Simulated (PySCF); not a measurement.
# CuH⁺: a composite coupled-cluster calculation

State: ²Σ⁺, doublet, unpaired electrons σ ↑. De refers to Cu⁺ (3d10) + H. ROHF-based CCSD(T) in PySCF 2.14 with Cu cc-pVTZ-PP with ECP10, H cc-pVTZ and Cu cc-pVQZ-PP with ECP10, H cc-pVQZ (frozen core orbitals: 4; scalar-relativistic core potentials). Correlation energies are extrapolated as n⁻³ (n = 3, 4), Hartree–Fock as (n+1)·exp(−9√n).

```
      Level  Re (Å)  ωe (cm⁻¹)  ωexe (cm⁻¹)  αe (cm⁻¹)  De (eV)
 CCSD(T)/TZ  1.4495       1963          n/a        n/a    0.925
 CCSD(T)/QZ  1.4465       1954          n/a        n/a    0.929
     HF/CBS  1.5216     2019.4         25.5      0.152    0.710
    MP2/CBS  1.3755     2011.3          n/a        n/a   -0.625
   CCSD/CBS  1.4529     1985.0          n/a      0.268    1.044
CCSD(T)/CBS  1.4457       1952          n/a        n/a    0.924
```

Task: How much is left between CCSD(T)/QZ and the basis-set limit, and how much do the triples give at the limit?

Result: CCSD(T)/CBS less CCSD(T)/QZ: -0.8 mÅ in Re, -1.9 cm⁻¹ in ωe and -0.005 eV in De. CCSD(T)/CBS less CCSD/CBS: -7.2 mÅ in Re, -32.8 cm⁻¹ in ωe and -0.120 eV in De.

The T1 diagnostic is 0.129, large enough to doubt a single reference. The state was picked by a PBE0 search and need not be the measured ground state. Spin–orbit coupling, excitations beyond (T) and corrections to the Born–Oppenheimer picture are left out.

The whole job (state search and all basis sets along the bond) took about 36 min on 4 threads of Intel Xeon Platinum 8259CL @ 2.50GHz (shared host), peak memory 13 GiB.
